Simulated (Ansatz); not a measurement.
Harmonic frequencies (cm⁻¹) at PBE0-D4/def2-TZVP from Ansatz: 154, 170, 181, 238, 484, 559, 717, 777, 801, 1257, 1432, 1438, 3051, 3143, 3157.

Which molecule is it?
A. `[CH2][SiH](Cl)Cl`•
B. `C[O][In][Cl]`•
C. `[OH][Ge]([OH])[OH]`•
D. `C[Si](Cl)Cl`•

D.
